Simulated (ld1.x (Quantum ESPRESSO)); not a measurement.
**Building the ultrasoft potential for Si (LDA (PZ), scalar-relativistic).**

- Element: silicon (Si)
- Generator: ld1.x (Quantum ESPRESSO) 7.5
- Type: ultrasoft
- Functional: LDA (PZ)
- Relativity: scalar-relativistic
- Frozen core: [Ne]
- Valence charge: 4
- Reference configuration: 3s2 3p2
- Partial waves: 3s (bound): rcut 1.45, rcutus 1.80 bohr; 3s channel at 0.45 Ry: rcut 1.45, rcutus 1.80 bohr; 3p (bound): rcut 1.80, rcutus 2.35 bohr; 3p channel at 2.6 Ry: rcut 1.80, rcutus 2.35 bohr
- Local potential: all-electron potential smoothed inside 1.65 bohr (lloc = -1)
- Core correction: a·sin(br)/r model core inside 1.05 bohr
- Augmentation charge: PSQ, radius 1.30 bohr

- Cutoffs needed: 10 Ry and 15 Ry (the cutoffs (Ry, on a coarse ladder) from which the occupation-weighted sum of valence levels, in a spherical-Bessel basis at the reference potential, stays within 10 and 1 mRy of its value at 400 Ry)
- Ghost test: no extra level below or beside the all-electron valence levels (s, p, d, f tested) (spherical-Bessel basis up to 400 Ry, 20 bohr box)
- Largest excitation error: -16 meV (all-electron minus pseudo) for 3s1 3p0, out of 7 test configurations
- Lowest eigenvalue of the overlap operator: 0.44 (s channel)
- Density cutoff estimated by the generator: 145 Ry
